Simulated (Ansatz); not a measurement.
Born–Oppenheimer molecular dynamics of C2H9BOSi (14 atoms, charge 0, multiplicity 1). It starts from a relaxed structure.

Theory: Ansatz, UKS B3LYP-D4/6-31G.

```json
{
  "ensemble": "NVE (velocity Verlet)",
  "time step": "0.25 fs",
  "steps asked": "274",
  "starting velocities drawn for": "700 K",
  "seed": "28866"
}
```

Frames 0.5 fs apart, positions in Å.

Velocities at 47.5 fs (Å/ps):

```
B -0.16 1.56 6.74
C -6.54 2.42 -3.87
O 7.21 -1.08 1.21
Si -3.30 0.20 2.13
C 8.47 1.32 -5.62
H -12.25 -2.00 -6.47
H -10.75 -16.56 1.67
H 19.85 21.24 -3.79
H -17.15 12.28 -11.96
H 0.06 -16.42 -15.18
H -12.57 22.25 -14.64
H 3.40 2.93 1.26
H -13.15 -18.95 -16.56
H -1.22 -54.57 27.96
```

```xyz
14
Properties=species:S:1:pos:R:3 time_fs=47.5 energy_less_start_eV=0.470 T=398
B -1.126 2.132 1.575
C -0.835 1.192 0.428
O -0.137 -0.022 0.742
Si 0.016 -1.471 -0.095
C 1.531 -1.504 -1.214
H -0.805 1.896 2.673
H -1.613 3.138 1.372
H -1.731 1.081 -0.145
H -0.210 1.746 -0.308
H -1.237 -1.847 -0.860
H 0.336 -2.505 0.884
H 1.316 -0.946 -2.148
H 2.552 -1.119 -0.851
H 1.666 -2.572 -1.379
14
Properties=species:S:1:pos:R:3 time_fs=48 energy_less_start_eV=0.502 T=377
B -1.126 2.133 1.578
C -0.838 1.193 0.426
O -0.134 -0.022 0.742
Si 0.015 -1.471 -0.094
C 1.535 -1.503 -1.217
H -0.811 1.894 2.671
H -1.620 3.131 1.373
H -1.722 1.091 -0.147
H -0.218 1.752 -0.313
H -1.237 -1.855 -0.868
H 0.330 -2.495 0.877
H 1.318 -0.945 -2.148
H 2.543 -1.129 -0.859
H 1.666 -2.599 -1.366
14
Properties=species:S:1:pos:R:3 time_fs=48.5 energy_less_start_eV=0.543 T=351
B -1.126 2.133 1.582
C -0.841 1.195 0.424
O -0.130 -0.023 0.743
Si 0.013 -1.471 -0.093
C 1.540 -1.502 -1.220
H -0.817 1.892 2.670
H -1.628 3.128 1.372
H -1.718 1.099 -0.152
H -0.227 1.759 -0.319
H -1.236 -1.863 -0.875
H 0.323 -2.486 0.873
H 1.321 -0.946 -2.147
H 2.532 -1.139 -0.867
H 1.665 -2.626 -1.354
14
Properties=species:S:1:pos:R:3 time_fs=49 energy_less_start_eV=0.584 T=324
B -1.126 2.134 1.586
C -0.843 1.196 0.422
O -0.127 -0.023 0.744
Si 0.012 -1.471 -0.092
C 1.544 -1.502 -1.223
H -0.822 1.890 2.672
H -1.639 3.129 1.370
H -1.718 1.104 -0.158
H -0.234 1.766 -0.323
H -1.236 -1.870 -0.883
H 0.316 -2.479 0.871
H 1.324 -0.948 -2.146
H 2.518 -1.150 -0.874
H 1.665 -2.649 -1.344
14
Properties=species:S:1:pos:R:3 time_fs=49.5 energy_less_start_eV=0.619 T=302
B -1.125 2.134 1.589
C -0.845 1.197 0.420
O -0.124 -0.023 0.745
Si 0.010 -1.471 -0.092
C 1.549 -1.502 -1.226
H -0.826 1.887 2.676
H -1.651 3.133 1.367
H -1.722 1.107 -0.167
H -0.242 1.774 -0.327
H -1.234 -1.877 -0.890
H 0.309 -2.475 0.872
H 1.328 -0.951 -2.146
H 2.503 -1.160 -0.879
H 1.665 -2.668 -1.335
14
Properties=species:S:1:pos:R:3 time_fs=50 energy_less_start_eV=0.645 T=285
B -1.125 2.134 1.593
C -0.847 1.199 0.417
O -0.121 -0.022 0.746
Si 0.009 -1.471 -0.091
C 1.553 -1.502 -1.229
H -0.829 1.883 2.682
H -1.665 3.140 1.363
H -1.730 1.108 -0.177
H -0.249 1.782 -0.330
H -1.232 -1.883 -0.897
H 0.302 -2.474 0.876
H 1.332 -0.956 -2.147
H 2.490 -1.169 -0.883
H 1.664 -2.682 -1.327
14
Properties=species:S:1:pos:R:3 time_fs=50.5 energy_less_start_eV=0.658 T=277
B -1.125 2.134 1.597
C -0.848 1.200 0.415
O -0.118 -0.022 0.748
Si 0.007 -1.471 -0.090
C 1.558 -1.502 -1.232
H -0.832 1.878 2.690
H -1.679 3.148 1.359
H -1.741 1.107 -0.188
H -0.255 1.790 -0.331
H -1.230 -1.888 -0.903
H 0.295 -2.474 0.883
H 1.336 -0.962 -2.149
H 2.479 -1.176 -0.884
H 1.663 -2.691 -1.322
14
Properties=species:S:1:pos:R:3 time_fs=51 energy_less_start_eV=0.652 T=280
B -1.124 2.134 1.600
C -0.849 1.202 0.412
O -0.116 -0.021 0.749
Si 0.006 -1.471 -0.090
C 1.561 -1.504 -1.236
H -0.835 1.873 2.700
H -1.694 3.158 1.355
H -1.754 1.103 -0.200
H -0.260 1.798 -0.332
H -1.226 -1.892 -0.909
H 0.288 -2.478 0.892
H 1.341 -0.970 -2.152
H 2.472 -1.182 -0.883
H 1.663 -2.695 -1.317
14
Properties=species:S:1:pos:R:3 time_fs=51.5 energy_less_start_eV=0.625 T=298
B -1.124 2.134 1.604
C -0.849 1.204 0.410
O -0.113 -0.020 0.750
Si 0.005 -1.471 -0.090
C 1.564 -1.506 -1.240
H -0.836 1.868 2.711
H -1.709 3.167 1.351
H -1.769 1.097 -0.210
H -0.265 1.805 -0.332
H -1.223 -1.895 -0.915
H 0.281 -2.483 0.904
H 1.345 -0.978 -2.157
H 2.470 -1.185 -0.878
H 1.661 -2.692 -1.315
14
Properties=species:S:1:pos:R:3 time_fs=52 energy_less_start_eV=0.577 T=329
B -1.124 2.135 1.607
C -0.850 1.205 0.407
O -0.111 -0.019 0.752
Si 0.004 -1.471 -0.089
C 1.567 -1.508 -1.243
H -0.838 1.863 2.723
H -1.723 3.176 1.347
H -1.784 1.090 -0.221
H -0.269 1.812 -0.331
H -1.218 -1.898 -0.920
H 0.275 -2.490 0.918
H 1.351 -0.987 -2.164
H 2.474 -1.185 -0.870
H 1.660 -2.684 -1.314
14
Properties=species:S:1:pos:R:3 time_fs=52.5 energy_less_start_eV=0.521 T=365
B -1.124 2.135 1.611
C -0.850 1.207 0.404
O -0.109 -0.017 0.753
Si 0.003 -1.471 -0.089
C 1.569 -1.512 -1.247
H -0.839 1.858 2.736
H -1.737 3.184 1.344
H -1.798 1.081 -0.229
H -0.273 1.819 -0.330
H -1.213 -1.900 -0.924
H 0.268 -2.499 0.933
H 1.356 -0.997 -2.172
H 2.481 -1.183 -0.858
H 1.659 -2.671 -1.315
14
Properties=species:S:1:pos:R:3 time_fs=53 energy_less_start_eV=0.472 T=396
B -1.124 2.135 1.614
C -0.851 1.209 0.401
O -0.107 -0.015 0.755
Si 0.002 -1.472 -0.089
C 1.570 -1.515 -1.250
H -0.839 1.853 2.748
H -1.749 3.190 1.341
H -1.810 1.072 -0.235
H -0.275 1.826 -0.328
H -1.208 -1.901 -0.928
H 0.260 -2.508 0.950
H 1.361 -1.007 -2.182
H 2.492 -1.180 -0.845
H 1.658 -2.654 -1.318
```

Of the whole run (68 fs, mean temperature of the second half 355 K): The conserved energy stayed within 0.15 meV per atom of its start (net change 0.079 meV per atom), so the integration is sound. Over the second half the temperature averaged 0.51 of the 700 K drawn at the start: a run that starts near a minimum puts about half its kinetic energy into the potential. A run of 0.069 ps of so small a system gives no equilibrium averages. Limits of this set-up: no polarisation functions.

The run took 24 min on 2 threads of Arm Neoverse N1, on a shared host, peak memory 0.21 GiB.
